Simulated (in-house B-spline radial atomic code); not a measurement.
The numbers below are computed, except where a source is named.
Correlation energy from the adiabatic connection: ω²r²/2 − Z/r, ω = 0.104, Z = 0.7

Two electrons in a singlet, external potential ω²r²/2 − Z/r, ω = 0.104, Z = 0.7 (atomic units). Full CI in B-splines (partial waves to l = 8, correlation up to 0.6 % small) with the density held fixed gives W(λ) = <V_ee>_λ − U, and E_c is the integral of W(λ) − W(0) from 0 to 1.

```csv
λ,W(λ) − W(0) (hartree)
0,0.00000
0.02,-0.00186
0.05,-0.00455
0.12,-0.01045
0.25,-0.02014
0.4,-0.02966
0.6,-0.04019
0.8,-0.04886
1,-0.05609
```

(1) Integrate the table by the trapezoid rule.

(2) Now use only three numbers: W(0) = -0.35107, the initial slope W'(0) = -0.09399 (extrapolated from the first points) and the strong-coupling limit of the point-charge-plus-continuum model, W∞ = -0.49267. What do second-order theory and the interpolation W(λ) = W∞ + (W(0) − W∞)/√(1 + 2χλ) of Seidl, Perdew and Levy give?

Results:

(1) The strips give -0.00002, -0.00010, -0.00052, -0.00199, -0.00374, -0.00698, -0.00891, -0.01049, which sum to -0.03275 hartree. The direct value, W(1) − W(0) + T_c with T_c = 0.02322, is -0.03287; the curve is convex, so chords lie above it and the trapezoids fall short in size by 0.37 %.

(2) Second order keeps the slope alone: E_c = W'(0)/2 = -0.04700, +43 % in size against -0.03287. Matching the slope fixes χ = W'(0)/(W∞ − W(0)) = -0.09399/(-0.14160) = 0.66377. Integrating, with s = √(1 + 2χ) = 1.525629, E_c = −(W(0) − W∞)(s − 1)/(s + 1) = −0.14160 × 0.525629/2.525629 = -0.02947 hartree, -10.3 % in size against the full result. At λ = 1 the formula gives W − W(0) = -0.04879 against -0.05609. Part of the miss can come from the model's W∞.
